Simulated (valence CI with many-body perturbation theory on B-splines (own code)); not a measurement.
**Forbidden lines of Ag40+**

Level of theory: valence CI with perturbative core correlation (CI+MBPT): five valence electrons over a frozen Dirac-Fock core [He], radial functions for each j: 11 s, 11 p, 10 d, 8 f, 5 g, 2 h, with the one-electron correlation potential Σ1 (screened to all orders), the two-electron term Σ2, the three-electron term Σ3, Breit, model QED; selected single and double excitations, second order for the rest, scaled by the run's own slope (own B-spline code, finite nucleus).

The last digits are not significant, and no measured levels were compared; by estimate large intervals hold to a few tenths of a per cent, small ones and those within an open d or f shell to about a per cent. Among the levels kept, up to 7100 cm⁻¹ of a level comes from second order outside the variational space, and about a tenth of that is noise between levels of different J, which matters for small intervals.

Lines 1 to 50 of 72 in falling wavelength, among levels below 34337 × 10³ cm⁻¹, chosen from the decays that carry over 1 % of a level's rate. Wavelengths and rates use the calculated energies. Electric multipoles are in the length gauge, E1 and E2 with the static RPA response of the core. S is in atomic units (e²a₀⁴ for E2 and M2, e²a₀⁶ for E3), for M1 in squared Bohr magnetons. Weak lines are less certain than strong ones. Lines between different terms over intervals too small for the method are left out, as are lines whose strength nearly cancels. The highest levels of a list are the least certain.

Levels are named by their leading jj configuration (3d3/2^4 stands for four electrons in 3d with j = 3/2), which in mixed levels can hold well under half, so a name can repeat and another be missing. Letters in brackets count levels of one name in rising energy.

```tsv
λ vac (nm)	Upper	Lower	Type	A (s⁻¹)	S (a.u.)
7.365	(2s^2 2p1/2 2p3/2^2) J=3/2	(2s^2 2p1/2^2 2p3/2) J=3/2	M1	5.07e+07	3.00e+00
7.326	(2s^2 2p3/2^3) J=3/2	(2s^2 2p1/2 2p3/2^2) J=1/2	M1	1.23e+07	7.20e-01
6.661	(2s^2 2p1/2 2p3/2^2) J=5/2	(2s^2 2p1/2^2 2p3/2) J=3/2	M1	8.89e+06	5.84e-01
6.381	(2s^2 2p3/2^3) J=3/2	(2s^2 2p1/2 2p3/2^2) J=5/2	M1	1.80e+07	6.92e-01
5.871	(2s^2 2p1/2 2p3/2^2) J=1/2	(2s^2 2p1/2^2 2p3/2) J=3/2	M1	3.90e+07	5.85e-01
5.846	(2s^2 2p3/2^3) J=3/2	(2s^2 2p1/2 2p3/2^2) J=3/2	M1	7.63e+07	2.26e+00
0.3874	(2s^2 2p1/2 2p3/2 3d5/2) J=9/2	(2s 2p1/2 2p3/2^3) J=5/2	E2	3.78e+08	2.94e-06
0.3664	(2s^2 2p3/2^2 3d5/2) J=9/2	(2s 2p1/2 2p3/2^3) J=5/2	E2	4.32e+08	2.55e-06
0.3632	(2s^2 2p1/2 2p3/2 3p1/2) J=3/2 [a]	(2s^2 2p1/2 2p3/2^2) J=1/2	E2	1.52e+10	3.43e-05
0.3621	(2s^2 2p1/2 2p3/2 3p1/2) J=5/2	(2s^2 2p1/2 2p3/2^2) J=1/2	E2	2.62e+10	8.75e-05
0.3611	(2s^2 2p1/2 2p3/2 3p1/2) J=1/2	(2s^2 2p1/2 2p3/2^2) J=5/2	E2	3.52e+10	3.85e-05
0.3596	(2s^2 2p1/2^2 3p1/2) J=1/2	(2s^2 2p1/2^2 2p3/2) J=3/2	E2	1.49e+11	1.60e-04
0.3595	(2s^2 2p3/2^2 3p1/2) J=3/2	(2s^2 2p3/2^3) J=3/2	E2	3.21e+10	6.90e-05
0.3594	(2s^2 2p1/2 2p3/2 3p1/2) J=5/2	(2s^2 2p1/2 2p3/2^2) J=5/2	E2	8.66e+10	2.78e-04
0.3592	(2s^2 2p1/2 2p3/2 3p1/2) J=1/2	(2s^2 2p1/2 2p3/2^2) J=3/2	E2	5.16e+10	5.51e-05
0.3592	(2s^2 2p3/2^2 3p1/2) J=5/2	(2s^2 2p3/2^3) J=3/2	E2	1.01e+11	3.25e-04
0.3587	(2s^2 2p1/2 2p3/2 3p1/2) J=3/2 [a]	(2s^2 2p1/2 2p3/2^2) J=3/2	E2	9.62e+10	2.04e-04
0.3582	(2s 2p1/2 2p3/2^2 3p3/2) J=9/2	(2s 2p1/2 2p3/2^3) J=5/2	E2	1.92e+10	1.01e-04
0.3576	(2s^2 2p1/2 2p3/2 3p1/2) J=5/2	(2s^2 2p1/2 2p3/2^2) J=3/2	E2	2.13e+10	6.66e-05
0.3574	(2s^2 2p1/2 2p3/2 3p1/2) J=3/2 [b]	(2s^2 2p1/2 2p3/2^2) J=5/2	E2	8.59e+10	1.79e-04
0.3571	(2s^2 2p1/2 2p3/2 3p3/2) J=3/2 [a]	(2s^2 2p1/2 2p3/2^2) J=1/2	E2	6.77e+09	1.40e-05
0.3562	(2s 2p1/2^2 2p3/2 3p3/2) J=7/2	(2s 2p1/2^2 2p3/2^2) J=5/2	E2	3.88e+10	1.59e-04
0.3562	(2s^2 2p3/2^2 3p1/2) J=1/2	(2s^2 2p3/2^3) J=3/2	E2	1.08e+11	1.10e-04
0.3555	(2s^2 2p1/2 2p3/2 3p3/2) J=5/2 [a]	(2s^2 2p1/2 2p3/2^2) J=5/2	E2	1.10e+10	3.35e-05
0.3552	(2s^2 2p3/2^2 3p3/2) J=5/2	(2s^2 2p3/2^3) J=3/2	E2	3.95e+10	1.20e-04
0.3552	(2s^2 2p3/2^2 3p3/2) J=7/2	(2s^2 2p3/2^3) J=3/2	E2	2.50e+10	1.01e-04
0.3551	(2s^2 2p1/2 2p3/2 3p3/2) J=1/2 [a]	(2s^2 2p1/2 2p3/2^2) J=5/2	E2	1.24e+10	1.25e-05
0.3550	(2s^2 2p1/2 2p3/2 3p3/2) J=5/2 [b]	(2s^2 2p1/2 2p3/2^2) J=1/2	E2	3.29e+10	9.93e-05
0.3549	(2s 2p1/2^2 2p3/2 3p3/2) J=1/2 [b]	(2s 2p1/2^2 2p3/2^2) J=3/2	E2	7.49e+10	7.54e-05
0.3545	(2s^2 2p1/2 2p3/2 3p3/2) J=3/2 [a]	(2s^2 2p1/2 2p3/2^2) J=5/2	E2	2.54e+10	5.07e-05
0.3539	(2s^2 2p1/2 2p3/2 3p3/2) J=7/2	(2s^2 2p1/2 2p3/2^2) J=5/2	E2	4.90e+10	1.94e-04
0.3537	(2s^2 2p1/2 2p3/2 3p3/2) J=5/2 [a]	(2s^2 2p1/2 2p3/2^2) J=3/2	E2	4.14e+10	1.23e-04
0.3534	(2s^2 2p1/2^2 3p3/2) J=3/2	(2s^2 2p1/2^2 2p3/2) J=3/2	E2	7.65e+10	1.50e-04
0.3533	(2s^2 2p1/2 2p3/2 3p3/2) J=1/2 [a]	(2s^2 2p1/2 2p3/2^2) J=3/2	E2	5.18e+10	5.09e-05
0.3527	(2s^2 2p1/2 2p3/2 3p3/2) J=3/2 [a]	(2s^2 2p1/2 2p3/2^2) J=3/2	E2	2.06e+10	4.02e-05
0.3521	(2s^2 2p1/2 2p3/2 3p3/2) J=7/2	(2s^2 2p1/2 2p3/2^2) J=3/2	E2	5.66e+09	2.19e-05
0.3513	(2s^2 2p1/2 2p3/2 3p3/2) J=1/2 [b]	(2s^2 2p1/2 2p3/2^2) J=5/2	E2	1.12e+11	1.07e-04
0.3496	(2s^2 2p1/2 2p3/2 3p3/2) J=1/2 [b]	(2s^2 2p1/2 2p3/2^2) J=3/2	E2	5.41e+10	5.04e-05
0.3490	(2s 2p1/2^2 2p3/2 3d5/2) J=9/2	(2s 2p1/2^2 2p3/2^2) J=5/2	M2	1.70e+09	7.85e-06
0.3465	(2s^2 2p1/2 2p3/2 3d5/2) J=9/2	(2s^2 2p1/2 2p3/2^2) J=5/2	M2	1.62e+09	7.23e-06
0.3445	(2s^2 2p3/2^2 3d5/2) J=9/2	(2s 2p1/2^2 2p3/2^2) J=5/2	E2	9.46e+08	4.10e-06
0.3380	(2s 2p3/2^3 3p3/2) J=7/2	(2s 2p1/2 2p3/2^3) J=5/2	E2	4.25e+10	1.34e-04
0.3375	(2s^2 2p1/2 2p3/2 3p3/2) J=5/2 [a]	(2s^2 2p1/2^2 2p3/2) J=3/2	E2	1.84e+10	4.32e-05
0.3373	(2s^2 2p3/2^2 3p1/2) J=1/2	(2s^2 2p1/2 2p3/2^2) J=5/2	E2	8.80e+09	6.86e-06
0.3372	(2s 2p1/2 2p3/2^2 3p3/2) J=9/2	(2s 2p1/2^2 2p3/2^2) J=5/2	E2	8.40e+10	3.27e-04
0.3371	(2s^2 2p1/2 2p3/2 3p3/2) J=1/2 [a]	(2s^2 2p1/2^2 2p3/2) J=3/2	E2	2.67e+10	2.08e-05
0.3366	(2s^2 2p1/2 2p3/2 3p3/2) J=3/2 [a]	(2s^2 2p1/2^2 2p3/2) J=3/2	E2	6.14e+10	9.48e-05
0.3365	(2s^2 2p3/2^2 3p3/2) J=5/2	(2s^2 2p1/2 2p3/2^2) J=5/2	E2	4.81e+10	1.11e-04
0.3364	(2s^2 2p3/2^2 3p3/2) J=7/2	(2s^2 2p1/2 2p3/2^2) J=5/2	E2	3.63e+10	1.12e-04
0.3361	(2s^2 2p1/2 2p3/2 3p3/2) J=7/2	(2s^2 2p1/2^2 2p3/2) J=3/2	E2	7.21e+10	2.21e-04
```
